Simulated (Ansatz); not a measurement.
Mulliken charges of `[OH][GaH][BH]BF` from ωB97M-V/def2-TZVPP in Ansatz (PBE0-D4/def2-TZVP geometry).

```tsv
atom	x (Å)	y (Å)	z (Å)	charge (e)
O1	-2.150	0.213	1.439	-0.408
Ga2	-0.486	-0.447	1.300	0.287
B3	0.362	-0.604	-0.601	-0.107
B4	1.293	0.593	-1.264	0.162
F5	0.815	1.594	-1.997	-0.222
H6	-2.548	0.482	0.609	0.159
H7	0.105	-0.832	2.696	-0.021
H8	0.213	-1.657	-1.157	0.122
H9	2.483	0.611	-1.044	0.027
```

By hand: the dipole of these point charges (1 e Å = 4.8032 D).

Σ q r = (0.413, -0.500, -0.040) e Å, of length 0.650 e Å = 3.12 D.

How does the dipole of the full density compare? (Best estimate.)

Ansatz gave: (0.162, -0.205, -0.253) e Å, 1.75 D; the point charges give 1.78 times that, at 41° from its direction.

Point charges leave out the atoms' own dipoles, such as those of lone pairs, and Mulliken's split depends on the basis, so the two needn't agree.
